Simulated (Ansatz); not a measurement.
Wavefunction ladder for CHBClFO, SMILES `FC1OB1Cl`

Cartesian coordinates in Å:
```
F 0.706 0.155 1.618
C 0.018 0.475 0.505
O 0.810 0.297 -0.720
B -0.219 -0.541 -0.579
Cl -0.913 -1.859 -1.418
H -0.402 1.473 0.593
```

Charge 0, multiplicity 1. All single points use the PBE0-D4/def2-TZVP geometry. Frozen core, restricted reference, Ansatz 0.2.0. CBS rows extrapolate triple and quadruple zeta; past MP2 they add the triple-zeta difference.

```tsv
basis	HF (Eh)	MP2 corr.	CCSD corr.	(T)	CCSD(T) total
def2-SVP	?	?	-0.73298	?	?
def2-TZVPP	-697.07350	-0.91819	-0.93894	-0.03883	-698.05127
def2-QZVPP	-697.09660	-0.99667	–	–	–
CBS(def2)	-697.09978	-1.05480	?	as TZ	?
```

Task: Fill in the withheld values. (Best estimate.)

Result: Computed: def2-SVP HF (Eh): -696.62813; def2-SVP MP2 corr.: -0.70791; def2-SVP (T): -0.02035; def2-SVP CCSD(T) total: -697.38146; CBS(def2) CCSD corr.: -1.07555; CBS(def2) CCSD(T) total: -698.21416.
